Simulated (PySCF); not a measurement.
## Finite-field polarisability of Si (silicon, neutral)

[Ne] 3s2 3p2, high-spin 3P determinant. Computed with PySCF 2.14 in x2c-QZVPPall with one added diffuse shell each of s, p, d, f type (10s7p5d3f1g, 86 functions), with scalar relativity by spin-free X2C-1e. Frozen: [Ne]. Energy changes in a uniform field (μhartree):

| axis | F (au) | HF | MP2 | CCSD | CCSD(T) |
| --- | --- | --- | --- | --- | --- |
| x | 0.0025 | -101.598 | -100.393 | -99.237 | -99.411 |
| x | 0.005 | -406.590 | -401.799 | -397.165 | -397.865 |
| y | 0.0022 | -100.342 | -98.345 | -97.322 | -97.443 |
| y | 0.0044 | -401.964 | -393.969 | -389.874 | -390.362 |

By symmetry the remaining axis equals y.

Question: Derive α along x at CCSD(T) from the two fields.

Answer: With ΔE = −αF²/2 − γF⁴/24, α = −(16 ΔE(F) − ΔE(2F))/(6F²) = 31.81 bohr³.

Question: And the mean polarisability at each level?

Answer: The components xx, yy, zz at CCSD(T) are 31.81, 40.25, 40.25, the third axis being equal by symmetry to one of the two computed. Means: HF 38.46, MP2 37.79, CCSD 37.38, CCSD(T) 37.43 bohr³. Reference: 37.3 ± 0.7 bohr³ (recommended; Schwerdtfeger and Nagle, table of static dipole polarizabilities (2023 update)).
